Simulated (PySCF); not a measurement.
Compound: 1,2-BN cyclohexene, C4H10BN.
Z-matrix (Å and degrees, PBE0-D3(BJ)/def2-SVP geometry), rows numbered from 1:
```
B 
C   1  1.5590
C   2  1.5712  1   94.74
C   3  1.5346  2  114.55  1    54.65
C   4  1.5384  3  112.58  2   -53.33
N   1  1.4469  2  116.75  3   -72.10
H   1  1.2153  2  120.91  3    84.15
H   2  1.0993  1  118.18  3  -115.12
H   2  1.1027  1  114.92  3   113.43
H   3  1.1047  2  108.89  1   -67.40
H   3  1.1024  2  108.94  1   177.91
H   4  1.1054  3  109.11  2    66.90
H   4  1.1032  3  109.78  2  -177.07
H   5  1.1039  4  109.86  3   -67.15
H   5  1.1034  4  111.23  3   174.91
H   6  1.0206  1  110.86  2   -35.21
```

The calculation used TDDFT PBE0/def2-SVPD, vertical, gas phase, core orbitals frozen in the response in PySCF 2.14.0, density-fitted response routines.

Orbital energies (eV): HOMO-3 -9.46, HOMO-2 -9.19, HOMO-1 -8.92, HOMO -6.61, LUMO -0.43, LUMO+1 0.70, LUMO+2 1.22.

Q: Among the lowest singlets, which states do these configurations lead, and at what energies: HOMO-2→LUMO, HOMO-1→LUMO, HOMO→LUMO, HOMO-3→LUMO, HOMO→LUMO+1, HOMO→LUMO+2?

A: 

```json
{"state": "S1", "leading configuration": "HOMO→LUMO", "weight": "0.98", "Δε (eV)": "6.18", "E (eV)": "4.71", "E − Δε (eV)": "-1.47", "f": "0.0080", "other configurations": "–"}
{"state": "S2", "leading configuration": "HOMO→LUMO+1", "weight": "0.92", "Δε (eV)": "7.31", "E (eV)": "6.17", "E − Δε (eV)": "-1.14", "f": "0.023", "other configurations": "–"}
{"state": "S3", "leading configuration": "HOMO→LUMO+2", "weight": "0.87", "Δε (eV)": "7.83", "E (eV)": "6.70", "E − Δε (eV)": "-1.13", "f": "0.021", "other configurations": "–"}
{"state": "S4", "leading configuration": "HOMO-1→LUMO", "weight": "0.80", "Δε (eV)": "8.49", "E (eV)": "6.81", "E − Δε (eV)": "-1.68", "f": "0.011", "other configurations": "H→L+3 (8%)"}
{"state": "S7", "leading configuration": "HOMO-2→LUMO", "weight": "0.89", "Δε (eV)": "8.76", "E (eV)": "7.31", "E − Δε (eV)": "-1.45", "f": "0.035", "other configurations": "–"}
{"state": "S8", "leading configuration": "HOMO-3→LUMO", "weight": "0.90", "Δε (eV)": "9.03", "E (eV)": "7.73", "E − Δε (eV)": "-1.30", "f": "0.0076", "other configurations": "–"}
```

E − Δε runs from -1.68 to -1.13 eV. Among themselves, these states come in the order of their orbital differences. Δε is the difference of the two orbital energies.

H and L stand for HOMO and LUMO. The other states: S5 6.97 eV, f 0.029, H→L+3 (85%); S6 7.13 eV, f 0.018, H→L+4 (92%); S9 7.78 eV, f 0.0029, H→L+5 (90%); S10 8.01 eV, f 0.010, H→L+6 (94%).

Q: Pair triplets and singlets of the same leading configuration (75% or more in both) and give the splittings.

A: 

```tsv
configuration	triplet	E(T) (eV)	singlet	E(S) (eV)	E(S) − E(T) (eV)
HOMO→LUMO	T1	4.09	S1	4.71	+0.62
HOMO→LUMO+1	T2	5.99	S2	6.17	+0.18
HOMO-1→LUMO	T3	6.17	S4	6.81	+0.64
HOMO→LUMO+2	T4	6.59	S3	6.70	+0.12
```

The 4 triplets are Tamm–Dancoff values, the singlets full response.

Summed over the main configurations (up to three a state, each over 8%) of all 10 singlets, the electron leaves HOMO with weight 6.46, HOMO-3 with weight 0.90, HOMO-2 with weight 0.89 and HOMO-1 with weight 0.80.

All these states lie below the vertical ionisation energy of 8.62 eV (ΔSCF).

One conformer stands for the species.
